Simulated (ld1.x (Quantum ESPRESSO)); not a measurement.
## Bi: excitation energies, all-electron against ultrasoft

```
Element                 : Bi
Generator               : ld1.x (Quantum ESPRESSO) 7.5
Type                    : ultrasoft
Functional              : LDA (PZ)
Relativity              : scalar-relativistic
Frozen core             : [Xe] 4f14
Valence charge          : 15
Reference configuration : 5d10 6s1.75 6p3.25
Partial waves           : 6s (bound): rcut 1.50, rcutus 1.85 bohr; 6s channel at 3.4 Ry: rcut 1.50, rcutus 1.85 bohr; 6p (bound): rcut 2.05, rcutus 2.35 bohr; 6p channel at 2.75 Ry: rcut 2.05, rcutus 2.35 bohr; 5d (bound): rcut 0.85, rcutus 1.15 bohr; 5d channel at -1.55 Ry: rcut 0.85, rcutus 1.15 bohr
Local potential         : all-electron potential smoothed inside 1.40 bohr (lloc = -2)
Core correction         : Bessel-smoothed model core inside 1.20 bohr
Augmentation charge     : built from norm-conserving waves at rcut, not smoothed further
```

Energies are relative to the spin-unpolarised reference configuration 5d10 6s1.75 6p3.25; without spin polarisation the order of configurations can differ from experiment. Spin-polarised rows fill each open shell by Hund’s rule, majority spin first.

```tsv
valence configuration	charge	ΔE all-electron (eV)	error AE − PS (meV)
5d10 6s2 6p3	0	-2.508	+0.2
5d10 6s2 6p2	+1	5.646	-4.8
5d10 6s2 6p1	+2	21.211	-16
5d10 6s2 6p3.3	-0.3	-3.660	+0.9
5d10 6s0 6p5	0	18.213	-20
5d10 6s1.75 6p3.25 (spin-polarised)	0	-1.005	+6.1
5d10 6s2 6p3 (spin-polarised)	0	-3.532	+5.0
```

(1) What are ΔE and the potential's error for 5d9 6s2 6p4?

(2) What are ΔE and the potential's error for 5d10 6s2 6p2.5?

Results:

(1) ΔE = 21.615 eV all-electron; the error (AE − PS) is -144 meV.

(2) ΔE = 0.700 eV all-electron; the error (AE − PS) is -1.8 meV.
